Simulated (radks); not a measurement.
Task: Ni XX, 9 electrons, occupied as [He] 2s2 2p5. All-electron calculation, Dirac Kohn-Sham, PBE, spin-unpolarised, spherical densities, point nucleus; open shells are shared between the two j in proportion to 2j + 1. Program: a radial shooting solver on a logarithmic mesh with Libxc functionals. Some entries of the table are withheld. Estimate them.

| orbital | occ. | eigenvalue (hartree) | <r> (bohr) | <r^2> (bohr^2) |
|---|---|---|---|---|
| 1s1/2 | 2 | -332.1463 | 0.05401 | 0.003922 |
| 2s1/2 | 2 | -63.41561 | (1) | 0.06619 |
| 2p1/2 | 1.66667 | (2) | 0.2049 | (3) |
| 2p3/2 | 3.33333 | (4) | 0.2079 | (5) |
| 3s1/2 | 0 | -24.84916 | 0.5823 | 0.3853 |
| 3p1/2 | 0 | -23.57008 | 0.5632 | 0.3654 |
| 3p3/2 | 0 | -23.40255 | 0.5675 | 0.3709 |

Result: 
(1) 2s1/2 <r> (bohr): 0.2373
(2) 2p1/2 eigenvalue (hartree): -59.36389
(3) 2p1/2 <r^2> (bohr^2): 0.05123
(4) 2p3/2 eigenvalue (hartree): -58.66916
(5) 2p3/2 <r^2> (bohr^2): 0.05257
